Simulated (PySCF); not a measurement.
B(H)(OMe)(OiPr) (C₄H₁₁BO₂), SMILES COBOC(C)C. Heavy atoms are numbered as in [BH:1]([O:3][CH3:4])[O:8][CH:9]([CH3:10])[CH3:11]. Hydrogens are named by the atom that carries them.

The structure is a stationary point at B3LYP-D3(BJ)/def2-SVP. The values are those of a single conformer.

Calculation: PySCF with PBE0/pcSseg-1.

GIAO shieldings, no solvent; atoms alike by connectivity are averaged. δ = σ(ref) − σ: ¹¹B against BF3 (σ = 88.8 ppm); ¹H against TMS (σ = 31.56 ppm); ¹⁷O against H2O (σ = 334.2 ppm); ¹³C against TMS (σ = 186.3 ppm), references at their B3LYP-D3(BJ)/def2-TZVP geometries, non-relativistic.

**Question.** Estimate the chemical shifts. (Estimate from the structure and the level; the computed values follow.)

**Answer.** 
```json
[
 {"nucleus": "¹¹B", "atoms": "B1 (BH)", "count": "1", "δ (ppm)": "13.5"},
 {"nucleus": "¹H", "atoms": "H on C9", "count": "1", "δ (ppm)": "4.67"},
 {"nucleus": "¹H", "atoms": "H on B1", "count": "1", "δ (ppm)": "4.42"},
 {"nucleus": "¹H", "atoms": "H on C4", "count": "3", "δ (ppm)": "4.08"},
 {"nucleus": "¹H", "atoms": "H on C10", "count": "6", "δ (ppm)": "1.47"},
 {"nucleus": "¹⁷O", "atoms": "O8", "count": "1", "δ (ppm)": "172.4"},
 {"nucleus": "¹⁷O", "atoms": "O3", "count": "1", "δ (ppm)": "121.4"},
 {"nucleus": "¹³C", "atoms": "C9 (CH)", "count": "1", "δ (ppm)": "69.6"},
 {"nucleus": "¹³C", "atoms": "C4 (CH3)", "count": "1", "δ (ppm)": "58.9"},
 {"nucleus": "¹³C", "atoms": "C10 (CH3)", "count": "2", "δ (ppm)": "27.5"}
]
```
